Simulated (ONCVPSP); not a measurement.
An all-electron radial function and its pseudo partner (Zr)

Columns: radius, all-electron u(r) and pseudo u(r) of the 4d shell (level -3.87 eV) of zirconium in the configuration [Ar] 3d10 4s2 4p6 4d2 5s1.75 5p0.25; PBE, scalar-relativistic, ONCV scheme, ONCVPSP 4.0.1.

```csv
r (bohr),all-electron,pseudo
0.120,-0.1330,0.0023
0.240,-0.2904,0.0173
0.360,-0.2740,0.0542
0.480,-0.1431,0.1160
0.600,0.0276,0.1995
0.720,0.1955,0.2960
0.840,0.3417,0.3950
0.960,0.4601,0.4861
1.080,0.5499,0.5621
1.200,0.6134,0.6194
1.320,0.6546,0.6578
1.440,0.6776,0.6793
1.560,0.6863,0.6872
1.680,0.6844,0.6846
1.800,0.6744,0.6744
1.920,0.6587,0.6587
2.040,0.6391,0.6390
2.160,0.6169,0.6168
2.280,0.5931,0.5931
2.400,0.5685,0.5685
2.520,0.5436,0.5436
2.640,0.5189,0.5189
2.760,0.4946,0.4946
2.880,0.4708,0.4708
3.000,0.4476,0.4476
3.120,0.4252,0.4252
```

Question: How many radial nodes do the two functions have?

Answer: The all-electron 4d function has n − l − 1 = 1; the pseudo-wave has 0, since the states of the same l below it are removed with the core.

Question: At about which radius was the pseudo-wave matched?

Answer: 1.90 bohr. The columns agree to 0.0005 from 1.68 bohr on; several derivatives are matched, so the curves merge somewhat inside the radius.

Question: Is the pseudo-wave norm-conserving?

Answer: Yes: the ONCV scheme keeps the norm inside the radius equal to the all-electron one, which fixes the energy derivative of the logarithmic derivative at the level.
